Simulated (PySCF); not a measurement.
Compound: C3H8NSSi (doublet state).
Geometry (GFN2-xTB, Å), atoms numbered from 1 in this order:
```
atom  x, y, z in Å
C1    -1.7379   -0.8375    0.0734
C2    -1.0013    0.4935    0.1461
Si3    0.6400    0.4555   -0.8128
S4     1.6356    2.3797   -0.6699
C5     1.7493   -0.6148    0.2081
N6     2.5092   -1.5612    0.0862
H7    -2.6781   -0.7929    0.6202
H8    -1.9571   -1.0988   -0.9591
H9    -1.1319   -1.6338    0.5001
H10   -0.8249    0.7442    1.1947
H11   -1.6440    1.2783   -0.2568
H12    0.4033    0.3142   -2.2504
H13    0.9677    2.8243    0.3824
H14    3.0694   -1.9513    0.8357
```

The hyperfine couplings belong to this conformer and change with its torsions.

Identity: `[H]/N=[C]/[Si@H](S)CC` [radical].

The calculation used UKS B3LYP, pcH-1 on C H N S Si, non-relativistic, mean-field spin-orbit, GIAO (PySCF 2.14.0). Isolated species at its GFN2-xTB geometry (one conformer only). The geometry wasn't refined by DFT: couplings that depend on bond lengths, twists or pyramidal angles can differ widely from those at the functional's own minimum. The SCF solution wasn't tested for stability.

Task: Predict the first-order ENDOR lines of N6, H14, H12, H13, H11 and H10 under fast tumbling at B = 332.1 mT (X band).

Result: For S = 1/2 in fast tumbling each set of equivalent nuclei gives two lines, ν± = |νn ± a/2| to first order, with νn = g_N μN B/h and μN/h = 7.62259 MHz/T.

| nuclei | isotope | g_N | νn (MHz) | a_iso (MHz) | lower line (MHz) | upper line (MHz) |
| --- | --- | --- | --- | --- | --- | --- |
| N6 | 14N | 0.4038 | 1.02 | 32.93 | 15.44 | 17.49 |
| H14 | 1H | 5.5857 | 14.14 | 173.30 | 72.51 | 100.79 |
| H12 | 1H | 5.5857 | 14.14 | 85.15 | 28.43 | 56.71 |
| H13 | 1H | 5.5857 | 14.14 | 2.32 | 12.98 | 15.30 |
| H11 | 1H | 5.5857 | 14.14 | -1.38 | 13.45 | 14.83 |
| H10 | 1H | 5.5857 | 14.14 | 0.76 | 13.76 | 14.52 |

Task: Which pairs are centred on the nuclear Larmor frequency, and which on half the coupling?

Result: Centred on νn, since |a| < 2νn: H13, H11 and H10. Centred on |a|/2 and split by 2νn: N6, H14 and H12.
